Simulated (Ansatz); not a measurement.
Z-matrix (Å, degrees):
```
In
N 1 2.0376
H 2 1.0078 1 124.53
H 2 1.0078 3 110.87 1 -176.04
C 1 2.1689 2 113.77 3 2.09
H 5 1.0894 1 109.75 2 19.62
H 5 1.0895 6 109.33 1 -121.81
H 5 1.0908 6 108.78 7 -118.22
C 1 2.1692 2 113.82 3 -178.21
H 9 1.0889 1 109.87 2 -3.35
H 9 1.0898 10 109.16 1 121.08
H 9 1.0901 10 109.05 11 118.11
```
Charge 0, multiplicity 1.

The numbers are results of frozen-core CCSD(T)/def2-TZVPP // B3LYP-D3(BJ)/def2-TZVP (Ansatz, an electronic-structure program), not measurements.

| Item | Value |
|---|---|
| HF energy | -324.10265 Ha |
| MP2 correlation energy | -0.87852 Ha |

**Question.** Estimate the CCSD correlation energy, the (T) correction, the total energy and the T1 diagnostic.

**Answer.** 
The CCSD correlation energy is -0.90662 Ha and the (T) correction is -0.03315 Ha. The CCSD(T) total energy comes out as -325.04243 Ha and the T1 diagnostic is 0.013.
